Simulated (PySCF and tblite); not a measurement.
Results of a calculation; reference values are marked as such.
C5H4Br2ClF, numbered as in [F:1]/[C:2](=[CH:3]\[CH:4]=[C:5]([Br:6])[Br:7])[CH2:8][Cl:9]. Level: PBE0-D3(BJ)/def2-SVP//GFN2-xTB, thermal terms from GFN2-xTB, symmetry numbers and mirror pairs counted. Conformers within 3 kcal/mol (GFN2-xTB free energy) were kept, 10 at most. GIAO shieldings: KT2/6-31G*. Shifts are against CFCl3 (¹⁹F) at the same level. Run with PySCF (density fitting) and tblite.

Torsions listed: C2–C3–C4–C5, F1–C2–C8–Cl9. Of a mirror pair one member is shown.

| conformer | shape | point group | mirror pair | ΔE(DFT) | Δ(G−E) at 340 K | δ F1 (ppm) |
| --- | --- | --- | --- | --- | --- | --- |
| 1 | 180°, 180° | Cs | no | 0.00 | 0.00 | -122.1 |
| 2 | 179°, 93° | C1 | yes | 1.16 | 0.27 | -113.4 |

Energies in kcal/mol; the thermal term leaves out symmetry numbers and mirror images.

Work out the weights at 340 K and the ¹⁹F shift of F1 under fast exchange.

RT = 0.676 kcal/mol. Each conformer gets RT ln(σ/g), with σ the rotational symmetry number and g = 2 for a mirror pair: 1: σ = 1, g = 1, G = 0.00 + 0.00 + 0.00 = 0.00, 0.00 above the lowest, exp(−ΔG/RT) = 1.000; 2: σ = 1, g = 2, G = 1.16 + 0.27 − 0.47 = 0.96, 0.96 above the lowest, exp(−ΔG/RT) = 0.241. The sum is 1.241, so the weights are 80.6, 19.4 %. The averaged shift is -120.4 ppm. At 298.15 K it is -120.8 ppm. At 298.15 K the leading conformer alone gives -122.1 ppm and bare DFT energies give -121.0 ppm.

The minima are those of GFN2-xTB; planar forms about aryl–S or allylic bonds may be saddles in DFT. Spin–orbit effects of the heavy atoms on shieldings are missing. Unscaled ¹⁹F shifts at such levels can be off by tens of ppm; differences between conformers or isomers are more reliable.
